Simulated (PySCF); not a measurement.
SMILES [Br][Sn]([Br])([NH2])[NH2] (H4Br2N2Sn) at its PBE0/def2-SVP optimised geometry (Å):

```
9

N     -1.5306    -1.8223    -1.5802
Sn    -0.8792    -0.7512     0.0000
N      1.1380    -0.7512     0.0000
Br    -1.9483    -1.8136     1.9885
Br    -1.5260     1.6588     0.0000
H     -1.3664    -1.3456    -2.4664
H     -2.5244    -2.0379    -1.5144
H      1.5260    -1.6588     0.2555
H      1.5208    -0.0519     0.6349
```

Calculation: PySCF with PBE0/def2-TZVP, def2 effective core potentials past Kr. The core electrons that the potentials of Sn replace are not part of the density.

Map of the Laplacian of the electron density (e/bohr⁵), clipped to [-1.50, 1.50] on the plane z = 0.6 Å:

```
|555555555555555555555555555|
|555555555555555555555555555|
|555555555555555555555555555|
|555555555555555555555555555|
|555555555555555555555555555|
|555555555555555555555555555|
|555555545455555555555555555|
|555555479845555555555555555|
|555555489945555555555555555|
|555555556555555555555555555|
|555555555555555555555555555|
|555555555555555555555555555|
|555555555555555555555555555|
|555555555666555553055555555|
|555555556999755553155555555|
|555555558999955554555555555|
|555555557999955555655555555|
|555555556999755555555555555|
|555555555566555555555555555|
|555555555555555555555555555|
|555555555555555555555555555|
|555555555555555555555555555|
|555555555555555555555555555|
|555555555555555555555555555|
|555555555555555555555555555|
|555555555555555555555555555|
|555555555555555555555555555|
```
Scale: ten equal steps from -1.50 (start of '0') to 1.50 (end of '9'), in the order '0123456789'; x runs from -4.00 to 4.00, y from -4.00 (bottom) to 4.00 (top).
